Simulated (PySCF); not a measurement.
Constitutional and geometric isomers with formula C2H4B2. Gas-phase values, no solvent. One relaxed conformer stands for each flexible species; it need not be the lowest. Strings in code marks are SMILES.

These are TPSSh-D3(BJ)/def2-TZVP // CAM-B3LYP-D3(BJ)/def2-TZVP (PySCF 2.14.0) values and carry that method's errors. All candidates: neutral, multiplicity 1. Excitations are Tamm–Dancoff values on a coarser integration grid. The basis has no diffuse functions, so Rydberg states are missing or too high.

```
Quantity               Result
-------------------  --------
HOMO–LUMO gap         4.90 eV
S1 excitation (TDA)   4.13 eV
LUMO                 -1.60 eV
```

### Question
Which member has these values?
(A) `BC1=CB1`
(B) `BBC#C`
(C) `B=C=BC`
(D) `B1=BCC1`

### Answer
C, `B=C=BC`. The others give `BC1=CB1`: 5.60 eV, 5.46 eV, -1.66 eV; `B1=BCC1`: 1.79 eV, 1.74 eV, -2.99 eV; `BBC#C`: 4.52 eV, 3.83 eV, -2.52 eV
